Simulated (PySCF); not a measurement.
A structure optimised at PBE0-D3(BJ)/def2-SVP, used in a PySCF frequency run:

```
Sb
Cl 1 2.3336
Cl 1 2.3336 2 120.00
Cl 1 2.3336 2 120.00 3 180.00
Cl 1 2.3608 2 90.00 3 90.00
Cl 1 2.3608 2 90.00 5 -180.00
```
Charge 0, spin multiplicity 1.

### Question
Write its SMILES, formula and point group.

### Answer
[Cl][Sb]([Cl])([Cl])([Cl])[Cl], Cl₅Sb, D3h

### Question
What are its rotational constants (standard atomic weights)?

### Answer
0.87263, 0.73806, 0.73806 GHz
